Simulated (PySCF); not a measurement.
**4-chlorothiophenol, C6H5ClS**

Geometry:
```json
{"atom": "S1", "x (Å)": "-2.017", "y (Å)": "-0.134", "z (Å)": "-0.125"}
{"atom": "C2", "x (Å)": "-0.265", "y (Å)": "0.064", "z (Å)": "-0.037"}
{"atom": "C3", "x (Å)": "0.360", "y (Å)": "1.307", "z (Å)": "0.112"}
{"atom": "C4", "x (Å)": "1.747", "y (Å)": "1.398", "z (Å)": "0.174"}
{"atom": "C5", "x (Å)": "2.523", "y (Å)": "0.244", "z (Å)": "0.089"}
{"atom": "Cl6", "x (Å)": "4.249", "y (Å)": "0.356", "z (Å)": "0.167"}
{"atom": "C7", "x (Å)": "1.914", "y (Å)": "-1.002", "z (Å)": "-0.060"}
{"atom": "C8", "x (Å)": "0.528", "y (Å)": "-1.088", "z (Å)": "-0.122"}
{"atom": "H9", "x (Å)": "-2.329", "y (Å)": "1.172", "z (Å)": "-0.005"}
{"atom": "H10", "x (Å)": "-0.236", "y (Å)": "2.220", "z (Å)": "0.180"}
{"atom": "H11", "x (Å)": "2.232", "y (Å)": "2.369", "z (Å)": "0.291"}
{"atom": "H12", "x (Å)": "2.529", "y (Å)": "-1.901", "z (Å)": "-0.126"}
{"atom": "H13", "x (Å)": "0.057", "y (Å)": "-2.067", "z (Å)": "-0.239"}
```

Level of theory: PySCF 2.14.0, quadratic response CAM-B3LYP/aug-cc-pVDZ first hyperpolarisability, Taylor convention, gas phase. Geometry: PBE0-D3(BJ)/def2-SVP.

(1) Give the tensor of the static β(0;0,0) in the axes of these coordinates.

Results:

(1) In au, Taylor convention; rows are the first index (the induced dipole):
|  | xx | yy | zz | xy | xz | yz |
| --- | --- | --- | --- | --- | --- | --- |
| x | -97.6 | +19.3 | +75.0 | +9.6 | -8.7 | -5.7 |
| y | +9.6 | -3.6 | +7.4 | +19.3 | -5.7 | -1.3 |
| z | -8.7 | -1.3 | +11.2 | -5.7 | +75.0 | +7.4 |

Norm of βᵢ = ⅓ Σⱼ (βᵢⱼⱼ + βⱼᵢⱼ + βⱼⱼᵢ): 13.8 au, hyper-Rayleigh value 52.2 au.
